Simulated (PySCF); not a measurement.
C10H7FS, SMILES c1cccc(-c2cc(F)cs2)c1. Atoms are numbered in the order given.

```xyz
19

F      3.6998    -1.4760     0.2099
C      2.6800    -0.6211     0.1003
C      2.8411     0.7288    -0.0686
S      1.2992     1.5066    -0.1732
C      0.4405    -0.0080     0.0008
C     -1.0263    -0.0487    -0.0039
C     -1.7101    -1.1209     0.6013
C     -3.1031    -1.1747     0.5920
C     -3.8458    -0.1552    -0.0114
C     -3.1799     0.9182    -0.6096
C     -1.7863     0.9692    -0.6103
C      1.3271    -1.0555     0.1431
H      3.7722     1.2870    -0.1306
H     -1.1425    -1.9084     1.1004
H     -3.6134    -2.0147     1.0695
H     -4.9374    -0.1967    -0.0141
H     -3.7492     1.7188    -1.0878
H     -1.2773     1.8011    -1.1029
H      1.0397    -2.1011     0.2461
```

Coordinates come from a B3LYP-D3(BJ)/def2-SVP optimisation. One conformer was computed; it need not be the lowest.

Calculation: SMD-PBE0/6-31G* (PySCF).

Solvation free energies are E(SMD) − E(gas) at the gas-phase geometry, for 1 M in both phases. In vacuum the dipole moment is 1.37 D.

Computed solvation free energies in water, diethylether, ethylethanoate:
```csv
solvent,ΔG(solv) (kcal/mol),its non-electrostatic (CDS) part,dipole (D)
water,-1.7,4.7,1.63
diethylether,-7.7,-3.5,1.57
ethylethanoate,-7.5,-2.7,1.59
```
